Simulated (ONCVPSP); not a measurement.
**Configuration tests for oxygen (O) (ONCV)**

| Property | Result |
| --- | --- |
| Element | oxygen |
| Generator | ONCVPSP 4.0.1 |
| Type | optimised norm-conserving Vanderbilt (ONCV) |
| Functional | PW91 |
| Relativity | scalar-relativistic |
| Frozen core | none |
| Valence charge | 8 |
| Reference configuration | 1s2 2s2 2p3.5 (charge +0.5) |
| Partial waves | 1s+2s: rc 0.40 bohr, ncon 4, nbas 7, qcut 35.5 1/bohr, 2 projectors; 2p: rc 1.50 bohr, ncon 5, nbas 9, qcut 10.8 1/bohr, 2 projectors, debl 1.4 Ha; d scattering state at 0.19 Ha: rc 1.15 bohr, ncon 4, nbas 8, qcut 7.9 1/bohr, 2 projectors, debl 2.7 Ha |
| Local potential | polynomial inside 0.35 bohr (lpopt 5, dvloc0 4 Ha) |
| Core correction | none |

Energies are relative to the spin-unpolarised reference configuration 1s2 2s2 2p3.5; without spin polarisation the order of configurations can differ from experiment.

```csv
valence configuration,charge,ΔE all-electron (eV),error AE − PS (meV)
1s2 2s2 2p2,+2,43.896,+90
1s1 2s2 2p4,+1,548.921,+631
```

Task: What are ΔE and the potential's error for 1s2 2s2 2p3?

Result: ΔE = 10.194 eV all-electron; the error (AE − PS) is +4.8 meV.

Task: What are ΔE and the potential's error for 1s2 2s2 2p4?

Result: ΔE = -6.329 eV all-electron; the error (AE − PS) is +2.7 meV.
